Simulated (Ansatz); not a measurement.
Forces on a displaced structure

BH2SBr (SMILES SBBr), closed shell, displaced at random from its PBE0-D4/def2-TZVP minimum.

```xyz
5
angstrom
S -1.2260 -0.0735 -0.3017
B 0.3613 -0.1363 0.1231
Br 0.9597 -1.7731 0.9699
H -1.1671 1.1324 -0.8824
H 1.2066 0.7372 -0.0996
```

Computed with Ansatz 0.2.0 (basis: def2-TZVPP); correlated methods freeze the cores. Filled d shells of the heavier atoms are correlated. The def2 sets are not built for correlating such inner shells, so the correlated values are less sure here.

CCSD(T) forces from the calculation:
```json
{"atom": "S1", "Fx": "-4.020", "Fy": "0.415", "Fz (eV/Å)": "-1.175"}
{"atom": "B2", "Fx": "4.872", "Fy": "0.126", "Fz (eV/Å)": "0.913"}
{"atom": "Br3", "Fx": "0.100", "Fy": "0.155", "Fz (eV/Å)": "0.035"}
{"atom": "H4", "Fx": "-0.155", "Fy": "0.065", "Fz (eV/Å)": "-0.020"}
{"atom": "H5", "Fx": "-0.797", "Fy": "-0.761", "Fz (eV/Å)": "0.247"}
```

(1) Which atom feels the largest CCSD(T) force, and how large is it?

T1 diagnostic: at most 0.011. These are differences at one structure, and CCSD(T) in triple zeta is itself an approximation.

Results:

(1) B2, 4.96 eV/Å, along (0.98, 0.03, 0.18).

Root-mean-square difference of the force components from those of CCSD(T): PBE-D4 0.207; r2SCAN-D4 0.131; PBE0-D4 0.146; wB97M-V 0.114 eV/Å.

For scale, one of the runs: CCSD(T)/def2-TZVPP forces, 149 basis functions (an equivalent command: `ansatz run in.yaml --threads 2`). Hardware: 2 CPU threads, shared host. Wall time 2.1 min; peak host memory 1.5 GiB.
